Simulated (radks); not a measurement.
Question: The iridium ion Ir2+, configuration [Xe] 4f14 5d7. All-electron calculation, Dirac Kohn-Sham, PBE, spin-unpolarised, spherical densities, point nucleus; open shells fill j = l - 1/2 first. Program: a radial shooting solver on a logarithmic mesh with Libxc functionals.

Spin-orbit splittings of the eigenvalues, e(l+1/2) - e(l-1/2), with zeta = 2 splitting/(2l+1) and mean radii in bohr:

shell  occ.  splitting (eV)  zeta (eV)  <r> j=l-1/2  <r> j=l+1/2
2p        6            1628       1085      0.06017      0.06848
3p        6           356.4      237.6       0.1801       0.1954
3d       10           77.01      30.80       0.1705       0.1752
4p        6           84.30      56.20       0.4267       0.4604
4d       10           15.64      6.258       0.4719       0.4832
4f       14           3.119     0.8911       0.5315       0.5392
5p        6           13.55      9.030        1.066        1.164
5d        7               ?          ?        1.596        1.652

Estimate the 5d splitting.

Answer: 1.310 eV (zeta = 0.5239 eV).
